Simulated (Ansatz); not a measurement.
**Molecular dynamics of H7C2Cl**

Input:

```yaml
crystal:
  lattice:
    - [8.802272, 0.0, 0.0]
    - [0.0, 8.802272, 0.0]
    - [0.0, 0.0, 8.802272]
  atoms:
    - { symbol: C, position: [0.50411833, 0.94706788, 0.18935079] }
    - { symbol: H, position: [0.61836085, 0.93343671, 0.23687073] }
    - { symbol: H, position: [0.50902916, 0.92996007, 0.06614368] }
    - { symbol: H, position: [0.46358779, 1.06240532, 0.21367182] }
    - { symbol: H, position: [0.42795905, 0.86263745, 0.24019252] }
    - { symbol: C, position: [0.57936206, 0.23663561, 0.88458797] }
    - { symbol: H, position: [0.65639311, 0.33439657, 0.88300916] }
    - { symbol: H, position: [0.59311054, 0.17641126, 0.99230319] }
    - { symbol: H, position: [0.60677975, 0.1599589, 0.7902317] }
    - { symbol: H, position: [0.46178194, 0.27630263, 0.87394661] }
    - { symbol: C, position: [0.17917173, 0.47315896, 0.84887008] }
    - { symbol: H, position: [0.21546937, 0.35460533, 0.84537824] }
    - { symbol: H, position: [0.06598847, 0.48170918, 0.7977168] }
    - { symbol: H, position: [0.26000331, 0.54211499, 0.78501084] }
    - { symbol: H, position: [0.1755052, 0.51240477, 0.96696979] }
    - { symbol: C, position: [0.49492289, 0.71056057, 0.69939615] }
    - { symbol: H, position: [0.46799888, 0.78905786, 0.60643391] }
    - { symbol: H, position: [0.47114586, 0.59400277, 0.66243765] }
    - { symbol: H, position: [0.42740758, 0.738053, 0.80043742] }
    - { symbol: H, position: [0.61594969, 0.71945339, 0.72609526] }
    - { symbol: C, position: [1.01800764, 0.81655125, 0.52471098] }
    - { symbol: Cl, position: [0.89520184, 0.6689079, 0.58946528] }
    - { symbol: H, position: [0.95141418, 0.92066632, 0.5121633] }
    - { symbol: H, position: [1.10756775, 0.83333333, 0.60905851] }
    - { symbol: H, position: [1.06652277, 0.78246848, 0.41537935] }
    - { symbol: C, position: [0.32814761, 0.49905789, 0.34683827] }
    - { symbol: Cl, position: [0.53028616, 0.50055076, 0.33818241] }
    - { symbol: H, position: [0.28087011, 0.5916355, 0.27830719] }
    - { symbol: H, position: [0.29226149, 0.39117882, 0.29941813] }
    - { symbol: H, position: [0.28887931, 0.50769102, 0.46493368] }
    - { symbol: C, position: [0.12432738, 0.01776667, 0.90551233] }
    - { symbol: Cl, position: [0.0108439, 0.13058319, 0.77829912] }
    - { symbol: H, position: [0.11093194, 0.06441044, 1.02025625] }
    - { symbol: H, position: [0.08112012, -0.09932334, 0.90131365] }
    - { symbol: H, position: [0.244425, 0.02241554, 0.87072909] }
    - { symbol: C, position: [0.06790516, 0.20255674, 0.30134367] }
    - { symbol: Cl, position: [-0.12714711, 0.14693157, 0.29801404] }
    - { symbol: H, position: [0.09475179, 0.24556255, 0.41513828] }
    - { symbol: H, position: [0.14222862, 0.10599318, 0.27465529] }
    - { symbol: H, position: [0.08172436, 0.29155707, 0.21550137] }
basis:
  ecutwfc: 420.0
kpoints:
  mp_grid: { grid: [1, 1, 1] }
hamiltonian:
  xc: pbe
scf:
  occupations: { method: fermi_dirac, width: 0.05 }
  lower_state_search: "off"
md:
  timestep: 0.5
  n_steps: 300
  ensemble: nvt_langevin
  temperature: 500.0
  initial_velocities: maxwell_boltzmann
  seed: 946234
  friction: 0.02
```

Command:

```bash
$ ansatz run input.yaml --threads 1 --pin off --max-ram 3072MiB --backend cpu --events-out ev --progress --plain --runs-dir out
```

It starts from a partly relaxed structure (largest force component 0.25 eV/Å).

Output, in part (step lines):

```
md step     0: t =     0.00 fs  T =   487.5 K  F+E_penalty+E_count = -6779.73140909 eV  E_kin = 2.520570 eV  (9 SCF iters)
md step     1: t =     0.50 fs  T =   466.2 K  F+E_penalty+E_count = -6779.66754856 eV  E_kin = 2.410375 eV  (7 SCF iters)
md step     2: t =     1.00 fs  T =   433.2 K  F+E_penalty+E_count = -6779.50369227 eV  E_kin = 2.239960 eV  (7 SCF iters)
md step     3: t =     1.50 fs  T =   393.7 K  F+E_penalty+E_count = -6779.27873047 eV  E_kin = 2.035570 eV  (7 SCF iters)
md step     4: t =     2.00 fs  T =   344.9 K  F+E_penalty+E_count = -6779.04207744 eV  E_kin = 1.783045 eV  (7 SCF iters)
md step     5: t =     2.50 fs  T =   309.2 K  F+E_penalty+E_count = -6778.82954122 eV  E_kin = 1.598619 eV  (5 SCF iters)
md step     6: t =     3.00 fs  T =   288.2 K  F+E_penalty+E_count = -6778.66747765 eV  E_kin = 1.490173 eV  (5 SCF iters)
md step     7: t =     3.50 fs  T =   277.7 K  F+E_penalty+E_count = -6778.57417651 eV  E_kin = 1.435925 eV  (5 SCF iters)
[... lines left out ...]
```

The steps, from the saved trajectory:

| time (fs) | T (K) | potential energy less start (eV) |
| --- | --- | --- |
| 0.0 | 488 | 0.000 |
| 5.0 | 270 | 1.233 |
| 10.0 | 372 | 0.947 |
| 15.0 | 406 | 1.249 |
| 20.0 | 349 | 1.464 |
| 25.0 | 440 | 1.179 |
| 30.0 | 306 | 1.738 |
| 35.0 | 444 | 1.113 |
| 40.0 | 370 | 1.546 |
| 45.0 | 416 | 1.600 |
| 50.0 | 509 | 1.106 |
| 55.0 | 489 | 1.208 |
| 60.0 | 433 | 1.350 |
| 65.0 | 486 | 0.936 |
| 70.0 | 410 | 1.336 |
| 75.0 | 445 | 1.381 |
| 80.0 | 475 | 1.464 |
| 85.0 | 512 | 1.213 |
| 90.0 | 503 | 1.220 |
| 95.0 | 511 | 1.297 |
| 100.0 | 469 | 1.392 |
| 105.0 | 469 | 1.401 |
| 110.0 | 413 | 1.460 |
| 115.0 | 430 | 1.509 |
| 120.0 | 485 | 1.362 |
| 125.0 | 521 | 1.528 |
| 130.0 | 520 | 1.263 |
| 135.0 | 475 | 1.540 |
| 140.0 | 545 | 1.005 |
| 145.0 | 455 | 1.344 |
| 150.0 | 370 | 1.576 |

The run went to its last step. A run of 0.15 ps of so small a system gives no equilibrium averages. Limits of this set-up: coarse k mesh.

Mean squared displacements from the first frame to the last, about the centre of mass: C 0.48 Å², H 2.44 Å², Cl 0.27 Å².

Last frame:

```xyz
40
Lattice="8.8023 0.0000 0.0000 0.0000 8.8023 0.0000 0.0000 0.0000 8.8023" Properties=species:S:1:pos:R:3
C 4.490 8.335 2.128
H 5.480 8.779 1.840
H 3.577 8.945 1.897
H 4.425 8.174 3.256
H 4.324 7.338 1.736
C 4.322 1.533 7.373
H 3.706 1.449 6.509
H 5.155 2.075 7.024
H 4.921 0.633 7.821
H 3.772 2.191 8.116
C 1.332 4.669 7.239
H 1.651 3.941 7.983
H 0.236 4.629 7.280
H 1.466 4.346 6.284
H 1.708 5.662 7.442
C 4.653 6.615 6.708
H 4.242 5.788 7.417
H 5.268 7.292 7.339
H 3.838 7.166 6.223
H 5.192 6.147 5.869
C 8.245 7.138 4.965
Cl 7.846 5.497 4.326
H 8.888 7.549 4.170
H 7.443 7.807 4.825
H 8.743 7.051 5.952
C 3.054 4.429 3.043
Cl 4.903 4.541 2.813
H 2.830 5.176 3.837
H 2.621 4.634 2.034
H 3.003 3.422 3.483
C 1.158 -0.254 7.662
Cl 0.302 1.071 6.818
H 0.948 -0.138 8.751
H 0.580 -1.144 7.327
H 2.108 -0.231 7.224
C 0.599 2.498 2.986
Cl -0.958 1.582 2.761
H 0.382 3.571 2.951
H 0.721 2.175 4.051
H 1.321 2.134 2.228
```

The run took 14 min on 1 thread of Arm Neoverse V1 (shared host), peak memory 0.55 GiB.
